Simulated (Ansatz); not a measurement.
Mg₃Zn⁺ (the lowest doublet isomer of a short search), 4 atoms. Hardware: 4 threads of Arm Neoverse V1 on a shared host.

The 6-31G sets use Cartesian d functions.

(1) How many basis functions does each of these Ansatz runs have, and roughly what does it cost? B3LYP/6-31G, charge 1 doublet, energy; HF/6-31G, charge 1 doublet, energy; PBE0/def2-SVP, charge 1 quartet, energy with a search over starts; LC-ωPBE (ω = 0.10 bohr⁻¹)/def2-TZVP, charge 1 quartet, energy, from earlier orbitals; HF/def2-TZVP, charge 1 doublet, energy, from earlier orbitals; LC-ωPBE (ω = 0.20 bohr⁻¹)/def2-TZVP, charge 1 doublet, energy, from earlier orbitals; LC-ωPBE (ω = 0.30 bohr⁻¹)/def2-TZVP, charge 1 doublet, energy, from earlier orbitals; HF/6-31G, charge 1 quartet, energy; PBE/def2-TZVP, charge 0 singlet at the geometry of the charge 1 doublet, energy, from earlier orbitals; HF/def2-TZVP, charge 1 quartet, energy, from earlier orbitals; PBE/def2-SVP, charge 1 doublet, energy, from earlier orbitals; PBE0/def2-TZVP, charge 0 triplet at the geometry of the charge 1 doublet, energy.

## Answers

(1) Other jobs shared the machine, so times can vary by a factor of up to 3. A dash marks memory too small to be measured apart from the calling script's.

| run | functions | fitting or Cholesky vectors | wall time | peak host memory (GiB) |
| --- | --- | --- | --- | --- |
| HF/6-31G, charge 1 quartet, energy | 68 | 683 | 0.6 s | – |
| HF/6-31G, charge 1 doublet, energy | 68 | 683 | 0.7 s | – |
| PBE/def2-TZVP, charge 0 singlet at the geometry of the charge 1 doublet, energy, from earlier orbitals | 144 | 1324 | 1.7 s | – |
| PBE/def2-SVP, charge 1 doublet, energy, from earlier orbitals | 85 | 895 | 1.9 s | – |
| B3LYP/6-31G, charge 1 doublet, energy | 68 | 683 | 2.4 s | – |
| HF/def2-TZVP, charge 1 quartet, energy, from earlier orbitals | 144 | 1249 | 2.6 s | – |
| HF/def2-TZVP, charge 1 doublet, energy, from earlier orbitals | 144 | 1249 | 3 s | – |
| LC-ωPBE (ω = 0.20 bohr⁻¹)/def2-TZVP, charge 1 doublet, energy, from earlier orbitals | 144 | 1324 | 3.9 s | – |
| LC-ωPBE (ω = 0.30 bohr⁻¹)/def2-TZVP, charge 1 doublet, energy, from earlier orbitals | 144 | 1324 | 4.6 s | – |
| PBE0/def2-TZVP, charge 0 triplet at the geometry of the charge 1 doublet, energy | 144 | 1249 | 6.5 s | – |
| LC-ωPBE (ω = 0.10 bohr⁻¹)/def2-TZVP, charge 1 quartet, energy, from earlier orbitals | 144 | 1324 | 7 s | – |
| PBE0/def2-SVP, charge 1 quartet, energy with a search over starts | 85 | 728 | 9 s | – |
